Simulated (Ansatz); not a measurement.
Two isomers of C3H8OSi: A = `C/C=C(\O)[SiH3]`, B = `CC1OC[SiH2]1`.

Calculated with Ansatz (gas phase, PBE0-D4/def2-TZVP geometries, no zero-point term in ΔE). CBS: MP2 limit from def2 TZ/QZ plus the TZ coupled-cluster correction, frozen cores. DFT in def2-TZVPP. B3LYP here is the variant with VWN-RPA as its local correlation; programs differ in this. One conformer a species, not always the lowest.

A:

```xyz
13

C     1.799    0.322   -1.160
C     0.358    0.237   -0.790
C    -0.113   -0.127    0.406
O     0.773   -0.440    1.409
Si   -1.948   -0.165    0.749
H     2.075    1.349   -1.421
H     2.013   -0.294   -2.039
H     2.440   -0.006   -0.343
H    -0.374    0.493   -1.549
H     0.305   -0.812    2.160
H    -2.316    0.853    1.773
H    -2.320   -1.495    1.313
H    -2.691    0.085   -0.509
```

B:

```xyz
13

C     0.188   -1.758    0.532
C    -0.404   -0.379    0.417
O     0.456    0.610    1.039
C     0.386    1.743    0.149
Si   -0.348    0.631   -1.191
H    -0.486   -2.497    0.089
H     1.152   -1.821    0.023
H     0.339   -2.024    1.582
H    -1.393   -0.352    0.898
H     1.378    2.179    0.010
H    -0.286    2.516    0.541
H    -1.607    1.024   -1.884
H     0.622    0.129   -2.204
```

(1) Which is lower in electronic energy at CCSD(T)/CBS, and by how much? (Estimate.)

(2) Give E(B) − E(A) in kJ/mol with HF/def2-TZVPP, B3LYP-D4, CCSD(T)/def2-TZVPP, CCSD/def2-TZVPP, PBE-D4, MP2/def2-TZVPP, ωB97M-V. (An estimate is asked.)

Largest T1 diagnostic: 0.012.

## Answers

(1) Computed: A, by 49.9 kJ/mol.

(2) Computed: HF/def2-TZVPP 63.3, B3LYP-D4 56.3, CCSD(T)/def2-TZVPP 49.5, CCSD/def2-TZVPP 48.8, PBE-D4 45.8, MP2/def2-TZVPP 47.5, ωB97M-V 44.1. None reverses the order clearly.

In def2-TZVPP, CCSD(T) changes the Hartree–Fock value by −13.8 kJ/mol (the triples alone add +0.7 kJ/mol) and MP2 by −15.8 kJ/mol. From PBE to PBE0 (25 % exact exchange), in def2-TZVPP and without D4, E(B) − E(A) moves by −4.4 kJ/mol.
